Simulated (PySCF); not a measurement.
Species: C3H10ClNSi2.
SMILES: `CN1C[Si@@H](Cl)C[SiH2]1`

Level of theory: PySCF 2.14.0, density-fitted response routines, TDDFT B3LYP/def2-SVPD, vertical, gas phase, core orbitals frozen in the response. Geometry: GFN2-xTB, one conformer, isolated molecule.

Computed states:

```json
{"state": "S1", "E (eV)": "5.20", "f": "0.0054"}
{"state": "S2", "E (eV)": "5.55", "f": "0.0044"}
{"state": "S3", "E (eV)": "5.71", "f": "0.0099"}
{"state": "S4", "E (eV)": "6.16", "f": "0.030"}
{"state": "S5", "E (eV)": "6.31", "f": "0.0043"}
{"state": "S6", "E (eV)": "6.53", "f": "0.0002"}
{"state": "S7", "E (eV)": "6.67", "f": "0.0030"}
{"state": "S8", "E (eV)": "6.88", "f": "0.019"}
```

Broadening: Gaussians 0.25 eV wide at half height, area fixed by f = 4.319×10⁻⁹ ∫ε dν̃. The cross-section is σ = 3.8235×10⁻²¹ ε cm², given in Mb (10⁻¹⁸ cm²). The width is an assumption, not a result. The curve ends short of the highest state used, and states not computed would add to its high-energy end.

(1) Give the broadened spectrum and its maxima.

(2) Coming from long wavelengths, where does ε first pass 100 L mol⁻¹ cm⁻¹?

(3) On this curve, what absorbance would a 10⁻⁴ mol/L sample give at 222 nm over a 1 cm path?

Results:

(1) 
```
E (eV)  σ (Mb)
  4.83    0.00
  4.85    0.01
  4.88    0.02
  4.91    0.05
  4.93    0.09
  4.96    0.17
  4.98    0.26
  5.01    0.44
  5.04    0.71
  5.06    0.92
  5.09    1.29
  5.12    1.67
  5.14    1.89
  5.17    2.14
  5.20    2.24
  5.22    2.22
  5.25    2.05
  5.28    1.77
  5.30    1.57
  5.33    1.29
  5.36    1.11
  5.38    1.08
  5.41    1.16
  5.43    1.30
  5.46    1.62
  5.49    2.06
  5.51    2.38
  5.54    2.90
  5.57    3.43
  5.59    3.78
  5.62    4.24
  5.65    4.59
  5.67    4.73
  5.70    4.74
  5.73    4.49
  5.75    4.18
  5.78    3.57
  5.81    2.86
  5.83    2.40
  5.86    1.82
  5.88    1.57
  5.91    1.47
  5.94    1.79
  5.96    2.27
  5.99    3.43
  6.02    5.09
  6.04    6.42
  6.07    8.58
  6.10   10.63
  6.12   11.76
  6.15   12.86
  6.18   13.07
  6.20   12.70
  6.23   11.50
  6.26    9.77
  6.28    8.48
```

Maxima: 238 nm (5.20 eV), ε about 590, made up of S1 (100%); 218 nm (5.69 eV), ε about 1200, made up of S2 (17%) and S3 (83%); 201 nm (6.17 eV), ε about 3400, made up of S4 (94%) (ε in L mol⁻¹ cm⁻¹; maxima over ε = 5, shares over 10%).

(2) At about 248 nm (5.00 eV), 0.20 eV below S1.

(3) 222 nm is 5.585 eV, where ε is about 970 L mol⁻¹ cm⁻¹, so A = ε c l ≈ 0.097 (Beer–Lambert, with the gas-phase spectrum and the assumed width).
